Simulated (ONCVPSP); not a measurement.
**Ge: excitation energies, all-electron against ONCV**

* Element: germanium (Ge)
* Generator: ONCVPSP 4.0.1
* Type: optimised norm-conserving Vanderbilt (ONCV)
* Functional: PBE
* Relativity: scalar-relativistic
* Frozen core: [Ar]
* Valence charge: 14
* Reference configuration: 3d10 4s2 4p2
* Partial waves: 4s: rc 1.60 bohr, ncon 3, nbas 7, qcut 4.2 1/bohr, 2 projectors, debl 1.3 Ha; 4p: rc 1.85 bohr, ncon 3, nbas 7, qcut 4.4 1/bohr, 2 projectors, debl 3.3 Ha; 3d: rc 0.75 bohr, ncon 5, nbas 9, qcut 20.2 1/bohr, 2 projectors, debl 1.1 Ha; f scattering state at 0.15 Ha: rc 1.95 bohr, ncon 4, nbas 7, qcut 5.3 1/bohr, 2 projectors, debl 3.2 Ha
* Local potential: polynomial inside 0.50 bohr (lpopt 5, dvloc0 2 Ha)
* Core correction: Teter function, fcfact 2.75, rcfact 1.4

Energies are relative to the spin-unpolarised reference configuration 3d10 4s2 4p2; without spin polarisation the order of configurations can differ from experiment.

(1) Give the all-electron excitation energy and the error of the potential for: 3d10 4s2 4p1; 3d10 4s2 4p0; 3d10 4s1 4p0; 3d9 4s2 4p2.

Levels in the configuration 3d10 4s2 4p1:

| level | all-electron (eV) | pseudo (eV) |
| --- | --- | --- |
| 3d | -38.319 | -38.274 |
| 4s | -19.859 | -19.859 |
| 4p | -11.242 | -11.242 |

Note: ghosts flagged at negative energy: s at -550.0 eV, p at -78.3 eV, f at -131.0 eV; GHOST(+) flagged for s at 139.3 eV. A true bound ghost makes a file unfit for plane-wave use.

Answers

(1)

```tsv
valence configuration	charge	ΔE all-electron (eV)	error AE − PS (meV)
3d10 4s2 4p1	+1	7.444	-0.8
3d10 4s2 4p0	+2	22.884	-2.2
3d10 4s1 4p0	+3	57.675	+8.9
3d9 4s2 4p2	+1	38.686	-427
```
